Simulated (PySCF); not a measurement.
# IrH: frontier orbitals

UHF at R = 1.548 Å; H def2-TZVPP, Ir def2-TZVPP with ECP60; scalar-relativistic core potentials (PySCF 2.14). State: ³Δ (triplet), unpaired electrons σ ↑, δ ↑. Only the outer orbitals are listed, counted within each symmetry, core potentials removing the inner ones.

```csv
spin,orbital,occ.,ε (eV),on H (%),main shells (%)
α,3σ,1,-12.97,37,"59 Ir d, 37 H s"
α,1δ,1,-11.77,0,100 Ir d
α,1δ,1,-10.73,0,100 Ir d
α,2π,1,-10.72,0,100 Ir d
α,2π,1,-10.72,0,100 Ir d
α,4σ,1,-9.00,11,"68 Ir s, 20 Ir d, 12 H s"
α,5σ,0,0.95,2,"80 Ir p, 10 Ir s"
α,3π,0,1.79,0,100 Ir p
α,3π,0,1.79,0,100 Ir p
β,3σ,1,-12.57,65,"65 H s, 20 Ir d, 12 Ir s"
β,2π,1,-9.71,1,99 Ir d
β,2π,1,-9.71,1,99 Ir d
β,1δ,1,-9.47,0,100 Ir d
β,4σ,0,0.62,0,"74 Ir s, 22 Ir p"
```

Task: Which are the highest filled and the lowest empty level, where do they sit, and how wide is the gap?

Result: Highest filled α 4σ at -9.00 eV (in %: 68 Ir s, 20 Ir d, 12 H s); lowest empty β 4σ at 0.62 eV (in %: 74 Ir s, 22 Ir p); the gap at UHF is 9.62 eV. An empty level above zero is unbound, and its energy depends on the basis.

```json
{"bond order (Mayer)": "1.01", "⟨S²⟩": "2.029", "charge on H (Mulliken, basis-dependent)": "-0.17", "charge on H (Löwdin, basis-dependent)": "-0.28", "dipole moment (positive dipole means H(−)Ir(+))": "2.32 D", "polarisability along the bond": "41.3 bohr³", "polarisability across the bond": "40.1 bohr³"}
```

Spin–orbit coupling is left out. With d or f electrons several states lie close, and the lowest PBE0 determinant need not be the measured ground state.
